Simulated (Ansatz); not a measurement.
A run for Ansatz (an electronic-structure program): U-HF/def2-TZVPP on C3H3 (SMILES C#C[CH2]), 2S+1 = 2, atoms moved off the minimum.

Ansatz 0.2 input:
```yaml
crystal:
  periodic: [false, false, false]
  atoms:
    - {symbol: C, position_ang: [1.30118405, -0.16859593, 0.18961633]}
    - {symbol: C, position_ang: [0.12258855, 0.01098492, 0.00634500]}
    - {symbol: C, position_ang: [-1.21610831, 0.17202059, -0.13267920]}
    - {symbol: H, position_ang: [2.36310619, -0.34378870, 0.29518124]}
    - {symbol: H, position_ang: [-1.60874016, 1.06162896, -0.63926099]}
    - {symbol: H, position_ang: [-1.94740569, -0.55808560, 0.23852239]}
basis:
  gaussian:
    orbitals: def2-TZVPP
hamiltonian:
  xc: {name: HF}
magnetization: {spin_polarized: true, initial_magnetization: 1}
output: {forces: true}
```

Program output:

```
WARN ansatz: RAYON_NUM_THREADS=1 ignored (pool sized by the plan → 1); use --threads N
Functional definition: HF
integrals: 0.03 GiB planned
876 factors; their error is unknown
mean field: 0.32 GiB planned
mean field evaluation 1: about -3134.9227 eV, gradient 1.8e1 eV
mean field evaluation 2: about -3136.8011 eV, gradient 6.6e0 eV
mean field evaluation 4: about -3137.1907 eV, gradient 1.5e0 eV
mean field evaluation 8: about -3137.2670 eV, gradient 3.1e-1 eV
mean field evaluation 16: about -3137.3447 eV, gradient 1.7e-5 eV
mean field -3137.34473412 eV, -115.2952924104 hartree, gradient 1.7e-5 eV, S^2 0.935379; 0 other end points of the search recorded, 0 dependent functions left out
the calculation of the forces begins
reference -3137.34473412 eV, -115.2952924104 hartree; 11, 10 occupied and 124, 125 virtual orbitals, 876 factors
Total energy: -3137.34473412 eV, -115.2952924104 hartree
Atom 0 at     1.301184    -0.168596     0.189616 Å, force     1.746781    -0.231361     0.084018 eV/Å
Atom 1 at     0.122589     0.010985     0.006345 Å, force     0.242112    -0.311398     0.268981 eV/Å
Atom 2 at    -1.216108     0.172021    -0.132679 Å, force    -1.938000     0.499414    -0.385740 eV/Å
Atom 3 at     2.363106    -0.343789     0.295181 Å, force    -1.073543     0.201103    -0.091669 eV/Å
Atom 4 at    -1.608740     1.061629    -0.639261 Å, force     0.267255    -0.678787     0.383361 eV/Å
Atom 5 at    -1.947406    -0.558086     0.238522 Å, force     0.755395     0.521029    -0.258951 eV/Å
Dipole moment:    -0.029287    -0.007465    -0.004858 e Å
```

The run converged. Its determinant has ⟨S²⟩ = 0.94, a mixture of spin states.

Cost: roughly 2.3 core-seconds.
